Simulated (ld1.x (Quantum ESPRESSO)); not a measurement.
## Building the ultrasoft potential for Cs (Z = 55) (LDA (PZ), scalar-relativistic).

Input for ld1.x (Quantum ESPRESSO) 7.5:

```
&input
   title='Cs', zed=55., rel=1, dft='PZ', iswitch=3,
   config='[Xe] 5d0 6s0 6p1',
   nld=3, rlderiv=5.00, eminld=-4.0, emaxld=5.0, deld=0.02
 /
 &inputp
   pseudotype=3, tm=.true., lloc=-2, rcloc=4.20,
   nlcc=.true.,
   file_pseudopw='Cs.UPF', file_wfcaegen='ae.wfc', file_wfcncgen='nc.wfc', file_beta='beta', file_chi='chi', file_wfcusgen='us.wfc'
 /
6
5S  1  0   2.00   0.00  2.50  3.05  0.0
6S  2  0   0.00   0.00  2.50  3.05  0.0
5P  2  1   6.00   0.00  2.75  3.10  0.0
6P  3  1   1.00   0.00  2.75  3.10  0.0
5D  3  2   0.00   0.00  3.40  4.60  0.0
5D  3  2   0.00   1.35  3.40  4.60  0.0
 &test
   configts(1)='5s2 5p6 5d0 6s0 6p1'
 /
```

Command:

```bash
ld1.x < Cs.in > Cs.out
```

Resulting log (shortened: banner, matrices, multipoles, cross overlaps and the repeated all-electron block are left out):

```
Program LD1 v.7.5
     --------------------------- All-electron run ----------------------------

     Cs
     scalar relativistic calculation

     atomic number is 55.00
     dft =PZ   lsd =0 sic =0 latt =0  beta=0.20 tr2=1.0E-14
     Exchange-correlation= PZ
                           (   1   1   0   0   0   0   0)
     mesh =1251 r(mesh) = 101.25750 a.u. xmin = -7.00 dx = 0.01250
     1 Ry =  13.60569312 eV, c = 137.03599908

     n l     nl                  e(Ry)          e(Ha)          e(eV)
     1 0     1S 1( 2.00)     -2628.5255     -1314.2628    -35762.9115
     2 0     2S 1( 2.00)      -412.4681      -206.2340     -5611.9140
     2 1     2P 1( 6.00)      -370.2099      -185.1050     -5036.9625
     3 0     3S 1( 2.00)       -85.7898       -42.8949     -1167.2301
     3 1     3P 1( 6.00)       -72.1896       -36.0948      -982.1900
     4 0     4S 1( 2.00)       -16.2443        -8.1221      -221.0148
     4 1     4P 1( 6.00)       -11.8904        -5.9452      -161.7776
     3 2     3D 1(10.00)       -52.1719       -26.0860      -709.8351
     5 0     5S 1( 2.00)        -2.0709        -1.0355       -28.1761
     5 1     5P 1( 6.00)        -1.0916        -0.5458       -14.8526
     4 2     4D 1(10.00)        -5.5525        -2.7762       -75.5449
     5 2     5D 1( 0.00)        -0.0896        -0.0448        -1.2196
     6 0     6S 1( 0.00)        -0.2090        -0.1045        -2.8439
     6 1     6P 1( 1.00)        -0.0972        -0.0486        -1.3228

     final scf error:  3.8E-15 reached in  28 iterations

     Etot =  -15561.559859 Ry,   -7780.779930 Ha, -211725.807958 eV

     Ekin =   16392.246912 Ry,    8196.123456 Ha,  223027.881087 eV
     Encl =  -37665.240244 Ry,  -18832.620122 Ha, -512461.700170 eV
     Eh   =    6083.073748 Ry,    3041.536874 Ha,   82764.434658 eV
     Exc  =    -371.640275 Ry,    -185.820137 Ha,   -5056.423532 eV

     normalization and overlap integrals

     s(1S/1S) =  1.000000  <r> =   0.0261  <r2> =    0.0009  r(max) =   0.0169
     s(2S/2S) =  1.000000  <r> =   0.1122  <r2> =    0.0149  r(max) =   0.0947
     s(2P/2P) =  1.000000  <r> =   0.0982  <r2> =    0.0118  r(max) =   0.0765
     s(3S/3S) =  1.000000  <r> =   0.2995  <r2> =    0.1025  r(max) =   0.2739
     s(3P/3P) =  1.000000  <r> =   0.2973  <r2> =    0.1025  r(max) =   0.2672
     s(4S/4S) =  1.000000  <r> =   0.6950  <r2> =    0.5455  r(max) =   0.6409
     s(4P/4P) =  1.000000  <r> =   0.7399  <r2> =    0.6232  r(max) =   0.6738
     s(3D/3D) =  1.000000  <r> =   0.2737  <r2> =    0.0885  r(max) =   0.2215
     s(5S/5S) =  1.000000  <r> =   1.7347  <r2> =    3.3950  r(max) =   1.5375
     s(5P/5P) =  1.000000  <r> =   2.0776  <r2> =    4.9289  r(max) =   1.7641
     s(4D/4D) =  1.000000  <r> =   0.8374  <r2> =    0.8170  r(max) =   0.7172
     s(5D/5D) =  1.000000  <r> =   4.9874  <r2> =   31.6498  r(max) =   3.0577
     s(6S/6S) =  1.000000  <r> =   5.4191  <r2> =   33.5337  r(max) =   4.5049
     s(6P/6P) =  1.000000  <r> =   7.6190  <r2> =   65.8192  r(max) =   6.5546

     ------------------------ End of All-electron run ------------------------

     --------------------- Generating US pseudopotential ---------------------

      Generating local potential from pseudized AE potential:
      Matching radius rcloc =   4.2000
      Enforcing V''(0)=0 (lloc=-2)

      Local pseudo, rcloc= 4.232 Estimated cut-off energy=     1.88 Ry

      Computing core charge for nlcc:

       r > 1.26 : true rho core
       r < 1.26 : rho core = a sin(br)/r    a=  10.72  b=   2.15

      Integrated core pseudo-charge :   7.95

      Wfc   5S  rcut= 2.503  Using Troullier-Martins method
      Wfc-us  5S rcutus= 3.058  Estimated cut-off energy=     6.01 Ry

      Wfc   6S  rcut= 2.503  Using Troullier-Martins method
      Wfc-us  6S rcutus= 3.058  Estimated cut-off energy=    12.27 Ry

      Wfc   5P  rcut= 2.767  Using Troullier-Martins method
      Wfc-us  5P rcutus= 3.135  Estimated cut-off energy=     8.58 Ry

      Wfc   6P  rcut= 2.767  Using Troullier-Martins method
      Wfc-us  6P rcutus= 3.135  Estimated cut-off energy=    15.64 Ry

      Wfc   5D  rcut= 3.379  Using Troullier-Martins method
      Wfc-us  5D rcutus= 4.562  Estimated cut-off energy=     5.44 Ry

      Wfc   5D  rcut= 3.379  Using Troullier-Martins method
      Wfc-us  5D rcutus= 4.562  Estimated cut-off energy=     5.80 Ry

     ------------------- End of pseudopotential generation -------------------

     Computing logarithmic derivative in   5.01000

       Warning: n=1, l=0 expected 0 nodes, found 1
       Setting wfc to zero for this iteration
       (This warning will only be printed once per wavefunction)

       Warning: n=2, l=1 expected 0 nodes, found 1
       Setting wfc to zero for this iteration
       (This warning will only be printed once per wavefunction)

     Computing logarithmic derivative in   5.01000
     Computing the partial wave expansion
     R is outside the sphere for l=    0 j= 0.00
     R is outside the sphere for l=    0 j= 0.00
     R is outside the sphere for l=    1 j= 0.00
     R is outside the sphere for l=    1 j= 0.00
     R is outside the sphere for l=    2 j= 0.00
     R is outside the sphere for l=    2 j= 0.00

     ---------------------- Testing the pseudopotential ----------------------

     Cs
     scalar relativistic calculation

     atomic number is 55.00   valence charge is  9.00
     dft =PZ   lsd =0 sic =0 latt =0  beta=0.20 tr2=1.0E-14
     mesh =1251 r(mesh) = 101.25750 xmin = -7.00 dx = 0.01250

     n l     nl             e AE (Ry)        e PS (Ry)    De AE-PS (Ry)
     1 0     5S   1( 2.00)       -2.07090       -2.10230        0.03140  !
     2 1     5P   1( 6.00)       -1.09165       -1.11975        0.02810  !
     3 2     5D   1( 0.00)       -0.08964       -0.10477        0.01513  !
     2 0     6S   1( 0.00)       -0.20902       -0.17074       -0.03828  !
     3 1     6P   1( 1.00)       -0.09723       -0.09301       -0.00422

     eps = 4.1E-15  iter = 30

     Etot =  -15561.559859 Ry,   -7780.779930 Ha, -211725.807958 eV
     Etotps =   -52.670471 Ry,     -26.335235 Ha,    -716.618263 eV

     Ekin =       9.649628 Ry,       4.824814 Ha,     131.289876 eV
     Encl =     -62.381630 Ry,     -31.190815 Ha,    -848.745320 eV
     Ehrt =      31.443946 Ry,      15.721973 Ha,     427.816674 eV
     Ecxc =     -19.411464 Ry,      -9.705732 Ha,    -264.106423 eV
     (Ecc =     -11.518244 Ry,      -5.759122 Ha,    -156.713693 eV)
     Epseu=     -11.970950 Ry,      -5.985475 Ha,    -162.873071 eV

     ---------------------- End of pseudopotential test ----------------------
```

Generation and configuration tests took about 3.8 s on one core of a shared server CPU.
